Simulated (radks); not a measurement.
Values are calculated unless marked as measured or tabulated.
Ionisation of Pd3+, [Kr] 4d7, to Pd4+, [Kr] 4d6, under several functionals. Non-relativistic Kohn-Sham, spin-polarised, spherical densities, point nucleus; open shells are filled with parallel spins first (spin-orbit coupling, left out, can overturn this in heavy ions); a radial shooting solver on a logarithmic mesh with Libxc functionals. Known Delta-SCF values: Wu-Cohen GGA 48.228 eV; HCTH/407 48.689 eV. What does exchange-only r2SCAN give, and what is its highest occupied eigenvalue?

Answer. 46.236 eV by Delta-SCF; the 4d eigenvalue is -39.014 eV. NIST: 46 eV (theoretical).

Beside tabulated values, note that relativity, absent from the non-relativistic runs, is large for the heavy elements.
